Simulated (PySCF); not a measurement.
**Re (rhenium, neutral): PBE calculation**

Configuration: [Xe] 4f14 5d5 6s2, high-spin 6S determinant. Calculation: PySCF 2.14, in ANO-RCC-VTZP (8s7p5d3f2g1h, 104 functions); scalar relativity by spin-free X2C-1e.

| Item | Value |
| --- | --- |
| Total energy | -16693.07 hartree |
| One-electron energy | -22895.56 hartree |
| Hartree (Coulomb) energy | 6539.46 hartree |
| Exchange-correlation energy | -336.97 hartree |
| ⟨S²⟩ | 8.7624 |
| ⟨L²⟩ | 0.000 |
| Sum of ⟨r⟩ | 45.84 bohr |
| Sum of ⟨r²⟩ | 67.88 bohr² |
| Langevin diamagnetic susceptibility | -53.8 ×10⁻⁶ cm³/mol |
| Time after the integrals | roughly 7 core-seconds |

| shell | electrons | mean orbital energy (eV) | rms radius, mean of both spins (bohr) |
| --- | --- | --- | --- |
| 1s β | 1 | -71402.1 | 0.0204 |
| 1s α | 1 | -71402.1 | 0.0204 |
| 2s α | 1 | -12381.0 | 0.0824 |
| 2s β | 1 | -12380.8 | 0.0824 |
| 2p α | 3 | -10845.9 | 0.0750 |
| 2p β | 3 | -10845.7 | 0.0750 |
| 3s α | 1 | -2867.3 | 0.211 |
| 3s β | 1 | -2867.2 | 0.211 |
| 3p α | 3 | -2411.9 | 0.212 |
| 3p β | 3 | -2411.8 | 0.212 |
| 3d α | 5 | -1877.0 | 0.194 |
| 3d β | 5 | -1876.9 | 0.194 |
| 4s α | 1 | -597.68 | 0.469 |
| 4s β | 1 | -597.47 | 0.469 |
| 4p α | 3 | -447.40 | 0.499 |
| 4p β | 3 | -447.21 | 0.499 |
| 4d α | 5 | -254.14 | 0.539 |
| 4d β | 5 | -253.91 | 0.539 |
| 5s α | 1 | -85.389 | 1.10 |
| 5s β | 1 | -83.344 | 1.10 |
| 5p α | 3 | -47.965 | 1.29 |
| 5p β | 3 | -45.302 | 1.29 |
| 4f α | 7 | -41.860 | 0.649 |
| 4f β | 7 | -41.408 | 0.649 |
| 6s α | 1 | -6.547 | 3.33 |
| 5d α | 5 | -6.422 | 2.09 |
| 6s β | 1 | -4.809 | 3.33 |

Spin-orbit coupling, which splits the p, d and f shells strongly at this Z, is absent.

Densities and radii are taken from the X2C orbitals without a picture-change correction, which distorts them close to the nucleus.
